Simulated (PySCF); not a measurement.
Telling isomers of C5H6F2O2 apart by NMR

PySCF calculation with structure optimised with GFN2-xTB and shieldings: GIAO PBE0/pcSseg-1; non-relativistic Hamiltonian, one conformer, gas phase, averaged over atoms made equivalent by symmetry, fast rotation or ring inversion.

Scale: ¹H (31.72 ppm) and ¹³C (186.93 ppm) against TMS (reference shieldings calculated alike). Splittings of carbon signals by F and P are missing where no couplings were computed. Where no couplings were computed, multiplicities follow the n + 1 count of equivalent neighbours, and m marks all less simple cases (inequivalent or close neighbours, rings, F or P nearby). Shifts are as computed. Against solution values, carbons near 30 ppm lie about +3 ppm off and those near 130 ppm about +5 ppm. Of 1211 compounds with measured shifts, 218 miss one by over three times the rms of a fit or turn the order of signals round; such compounds aren't used in these exercises.

(1) Tabulate the signals of `CC(C)(C(=O)F)C(=O)F`, `FC1(F)OCC12COC2` and their relative energies.

(2) What is the quickest way to tell CC(C)(C(=O)F)C(=O)F from FC1(F)OCC12COC2?

Results:

(1) 
```tsv
SMILES	carbon types	δC	δH	E rel. (kcal/mol)
CC(C)(C(=O)F)C(=O)F	3×C 2×CH3	170.5, 51.2, 24.2	1.67 (s, 6H)	0.0
FC1(F)OCC12COC2	2×C 3×CH2	131.4, 75.2, 73.9, 53.9	5.24 (m, 2H), 4.72 (m, 2H), 4.52 (s, 2H)	55.7
```

Energies are electronic energies at PBE0/pcSseg-1 on these geometries, without zero-point or thermal terms, each for the one conformer computed, which needn't be the lowest.

(2) Count the carbon signals: 3 against 4. The first has a methyl carbon (CH3) at 24.2 ppm, the second an sp3 CH2 bonded to O at 75.2 ppm. Their most deshielded carbons lie at 170.5 and 131.4 ppm. In the proton spectra the most deshielded non-exchanging signals are 1.67 (s, 6H) and 5.24 (m, 2H).
